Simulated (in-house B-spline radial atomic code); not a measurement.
A run on an ion of nuclear charge 59 with 59.2 electrons that did not converge. Method: scalar-relativistic (X2C) wB97X, spin-polarised, spherical fractional occupations, Fermi nucleus of rms radius 4.8919 fm; computed with an all-electron radial atomic-structure program (B-spline basis).

Command:
```bash
python run_scf.py task.json out
```
Settings (nuclear radius in fm, mass in u):
```
Z                59
configuration    [Xe] 4f3.2 6s2
hamiltonian      x2c
method           wb97x
spin_polarised   True
nucleus          fermi
rms_radius       4.8919
atomic_mass      140.90766
speed_of_light   137.035999084
```

First and last ten iterations of the last attempt (damped for 15 steps, keeping 80 % of the old Fock matrix, then DIIS):
```
 iter        energy (Eh)    residual
    1       -9226.867187    4.86e-01
    2       -9227.332729    5.18e-01
    3       -9232.160538    3.30e-01
    4       -9234.552882    2.02e-01
    5       -9235.694106    1.24e-01
    6       -9236.218864    7.77e-02
    7       -9236.452216    5.22e-02
    8       -9236.553461    3.39e-02
    9       -9236.597192    2.31e-02
   10       -9236.616685    1.84e-02
  111       -9233.300356    1.52e-01
  112       -9233.299318    1.52e-01
  113       -9233.317775    1.51e-01
  114       -9233.325934    1.51e-01
  115       -9233.326940    1.51e-01
  116       -9236.637423    3.87e-03
  117       -9233.283299    1.52e-01
  118       -9233.283606    1.52e-01
  119       -9233.287216    1.52e-01
  120       -9233.295660    1.51e-01
 not converged after 120 iterations
```

The smallest residual met was 2.1e-03; the threshold is about 6e-07. No energy from this run should be used. Time taken, with all properties: 43 s on 1 thread of Arm Neoverse N1 (shared host).
